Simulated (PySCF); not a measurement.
C2H4FNOSi, SMILES [C@@H](F)(C#N)[SiH2]O. Heavy atoms are numbered as in [N:1]#[C:2][C@@H:3]([F:4])[SiH2:5][OH:6]. Hydrogens are named by the atom that carries them.

Coordinates come from a ωB97X-D3(BJ)/def2-SVP optimisation. The structure was generated by enumeration; whether it is a known compound was not checked. Other conformers were not sampled.

Calculation: ωB97X/def2-TZVP run with PySCF.

ESP charges are fitted to the potential on shells at 1.4 to 2.0 van der Waals radii. Atomic charges (e), one atom of each kind:

```tsv
atom	Mulliken	Löwdin	ESP fit
N1	-0.06	0.08	-0.43
C2	-0.21	-0.20	?
C3 (CH)	0.13	-0.41	?
F4	-0.21	0.11	?
Si5 (SiH2)	0.45	0.25	0.50
O6 (OH)	-0.54	-0.12	-0.62
H on C3	0.14	0.16	0.18
H on Si5	-0.02	-0.03	-0.07
H on O6	0.34	0.19	?
```

Question: What belongs in the gaps? (The exact figures need the calculation; the answer reports its results.)

Answer: 
- C2, ESP fit: 0.35
- C3 (CH), ESP fit: -0.15
- F4, ESP fit: -0.16
- H on O6, ESP fit: 0.43

Computed Mayer and Wiberg (Löwdin basis) orders of the bonds:
| bond | Mayer | Wiberg |
|---|---|---|
| N1–C2 | 3.00 | 3.32 |
| C2–C3 | 0.90 | 1.29 |
| C3–F4 | 1.00 | 1.60 |
| C3–Si5 | 0.87 | 0.99 |
| Si5–O6 | 1.17 | 1.69 |
